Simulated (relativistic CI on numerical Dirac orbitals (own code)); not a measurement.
## Ligand-field terms of d7

Computed with a parametric ligand-field model of a d^n configuration (Racah B and C, spin-orbit zeta, crystal field), exact diagonalisation.

Field parameters in Wybourne normalisation: Oh B⁴₀ = 21Dq, B⁴₄ = √(5/14) B⁴₀; Td as Oh with Dq negative (B⁴₀ = 21Dq, B⁴₄ = √(5/14) B⁴₀). The field is a parameter set, without covalency.

Problem. Lowest levels for B = 450, C = 2050, ζ = 770 cm⁻¹, Td, 10Dq = -7000 cm⁻¹?

Solution. Γ8 0 (S 1.50), Γ8 6430 (S 1.41), Γ6 6819 (S 1.46), Γ8 7204 (S 1.48), Γ7 7455 (S 1.50), Γ6 9405 (S 0.85), Γ8 9530 (S 0.76), Γ8 9713 (S 0.72), Γ6 10663 (S 1.30) cm⁻¹, with S from ⟨S²⟩ = S(S + 1). The ground level has 3.98 electrons in the cubic e pair.

Problem. Lowest levels for B = 920, C = 3310, ζ = 460 cm⁻¹, Oh, 10Dq = 30750 cm⁻¹?

Solution. Γ8 0 (S 0.50), Γ6 13647 (S 1.50), Γ8 13931 (S 1.50), Γ7 14419 (S 1.50), Γ8 14431 (S 1.50), Γ8 28238 (S 0.50), Γ6 28571 (S 0.50), Γ8 29024 (S 0.50), Γ7 29184 (S 0.50) cm⁻¹, with S from ⟨S²⟩ = S(S + 1). The ground level has 1.03 electrons in the cubic e pair.

Problem. Lowest levels for B = 340, C = 1480, ζ = 850 cm⁻¹, Td, 10Dq = -2850 cm⁻¹?

Solution. Γ8 0 (S 1.49), Γ8 2365 (S 1.45), Γ6 2788 (S 1.46), Γ8 3368 (S 1.47), Γ7 3572 (S 1.49), Γ6 4267 (S 1.45), Γ8 5027 (S 1.45), Γ7 5543 (S 1.44), Γ8 5897 (S 1.44) cm⁻¹, with S from ⟨S²⟩ = S(S + 1). The ground level has 3.88 electrons in the cubic e pair.

Problem. Lowest levels for B = 490, C = 2100, ζ = 2650 cm⁻¹, Oh, 10Dq = 32650 cm⁻¹?

Solution. Γ8 0 (S 0.53), Γ6 20331 (S 1.49), Γ8 21609 (S 1.46), Γ7 24745 (S 1.50), Γ8 24871 (S 1.48), Γ8 29808 (S 0.54), Γ8 32181 (S 0.56), Γ7 32384 (S 0.52), Γ6 32743 (S 0.52) cm⁻¹, with S from ⟨S²⟩ = S(S + 1). The ground level has 1.04 electrons in the cubic e pair.

Problem. Lowest levels for B = 650, C = 2410, ζ = 4000 cm⁻¹, Oh, 10Dq = 31250 cm⁻¹?

Solution. Γ8 0 (S 0.58), Γ6 16342 (S 1.47), Γ8 18232 (S 1.43), Γ7 23406 (S 1.49), Γ8 23758 (S 1.45), Γ8 27731 (S 0.59), Γ7 31527 (S 0.56), Γ8 31805 (S 0.60), Γ6 32754 (S 0.55) cm⁻¹, with S from ⟨S²⟩ = S(S + 1). The ground level has 1.10 electrons in the cubic e pair; its S is far from a half-integer, so spin-orbit coupling mixes spin states.
